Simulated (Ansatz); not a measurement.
Relaxation of ClF$_{2}$H$_{2}$NZr (7 atoms, charge 0, multiplicity 1), to a largest force component of 0.02 eV/Å in at most 40 steps.

These are results of RKS PBE0-D4/def2-SVP (Ansatz), not measurements.

```xyz
7
Properties=species:S:1:pos:R:3
Zr 0.000 0.000 0.000
Cl 0.000 0.000 2.520
F 1.867 0.000 -0.659
F -0.933 1.616 -0.659
N -1.041 -1.803 -0.736
H -1.576 -2.420 -0.059
H -1.006 -2.053 -1.766
```

Q: Where does it end, and by what steps?

A: It converged. After 15 steps the energy has fallen by 0.974 eV; H7 moved furthest, 1.03 Å.

| step | energy less start (eV) | largest force component (eV/Å) | accepted |
| --- | --- | --- | --- |
| 0 | 0.0000 | 2.136 | yes |
| 1 | -0.8202 | 1.431 | yes |
| 2 | -0.9164 | 0.171 | yes |
| 3 | -0.9201 | 0.062 | yes |
| 4 | -0.9209 | 0.023 | yes |
| 5 | -0.9098 | 0.778 | no |
| 6 | -0.9230 | 0.041 | yes |
| 7 | -0.9252 | 0.236 | yes |
| 8 | -0.9264 | 0.458 | yes |
| 9 | -0.9434 | 0.177 | yes |
| 10 | -0.9587 | 0.061 | yes |
| 11 | -0.9615 | 0.469 | yes |
| 12 | -0.9707 | 0.297 | yes |
| 13 | -0.9725 | 0.161 | yes |
| 14 | -0.9740 | 0.025 | yes |
| 15 | -0.9742 | 0.011 | yes |

```xyz
7
Properties=species:S:1:pos:R:3
Zr -0.028 -0.015 -0.014
Cl 0.248 -0.186 2.328
F 1.680 0.032 -0.846
F -1.160 1.461 -0.399
N -0.958 -1.656 -0.685
H -1.967 -1.781 -0.752
H -0.503 -2.514 -0.991
```

Whether the end is a true minimum wasn't checked by a vibrational analysis.

The run took 45 s on 2 threads of Arm Neoverse V2, with other jobs on the host, peak memory 0.23 GiB.
